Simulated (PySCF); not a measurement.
CAlCl₂F₃, SMILES [Cl][Al]([Cl])[C](F)(F)F. Atoms are numbered in the order given.

```xyz
7

Al    -0.0789     0.1333     0.5422
C      0.1465    -0.3414    -1.3978
F     -0.7087     0.3046    -2.2021
F     -0.0215    -1.6552    -1.6189
F      1.3894    -0.0297    -1.8140
Cl    -1.1585     1.8252     1.0854
Cl     0.8181    -1.0759     1.9765
```

Coordinates come from a PBE0-D3(BJ)/def2-SVP optimisation. The structure was generated by enumeration; whether it is a known compound was not checked.

Calculation: PBE0-D3(BJ)/def2-SVP (PySCF).

Frequencies are harmonic and unscaled.

A small imaginary wavenumber (i) marks a very flat motion, where grid noise or a shallow saddle decides the sign.

Task: Give all harmonic wavenumbers and intensities. (An estimate is asked for; the answer gives what the named calculation found.)

Result: 
```
mode  ν (cm⁻¹)  IR (km/mol)  Raman (Å⁴/amu)  depolarisation  moving atoms (share of kinetic energy)
----  --------  -----------  --------------  --------------  --------------------------------------
1           2i          0.1             0.2            0.75                         F 72 %, Cl 28 %
2           82          4.2             0.5            0.75                 Cl 51 %, F 40 %, Al 9 %
3          107         11.2             0.2            0.75                F 61 %, Al 19 %, Cl 15 %
4          130          6.3             2.2            0.73                         Cl 70 %, F 21 %
5          228          1.7             1.6            0.75                 F 69 %, Cl 17 %, C 10 %
6          255         26.1             0.0               –                         Al 62 %, F 28 %
7          308          5.7             8.2            0.08                Cl 57 %, F 29 %, Al 13 %
8          524          0.9             0.8            0.75                                  F 91 %
9          525          0.1             0.8            0.74                                  F 92 %
10         543        127.0             3.8            0.10                Al 58 %, Cl 30 %, F 11 %
11         646        166.7             1.8            0.75                        Al 69 %, Cl 30 %
12         752          0.9             2.4            0.01                          F 82 %, C 11 %
13        1149        218.8             2.4            0.74                          C 70 %, F 30 %
14        1175        216.4             1.6            0.74                          C 71 %, F 29 %
15        1230        198.2             6.5            0.46                          C 75 %, F 24 %
```
